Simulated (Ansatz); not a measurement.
Species: CH3BO, SMILES `BC=O` (charge 0, multiplicity 1).

Question: Give a relaxed geometry from PBE0-D3(BJ)/def2-TZVP (Ansatz, a first-principles code).

Answer: This is not unique; one that fits is the end point of this relaxation, one of several conformers (outside a Z-matrix the atoms follow the SMILES, hydrogens last).
Cartesian coordinates (Å) in one orientation:
```xyz
6

B      0.753     0.064     0.041
C     -0.763     0.074    -0.223
O     -1.084    -0.670     0.691
H      1.197     0.835     0.834
H      1.407    -0.813    -0.432
H     -1.509     0.508    -0.911
```
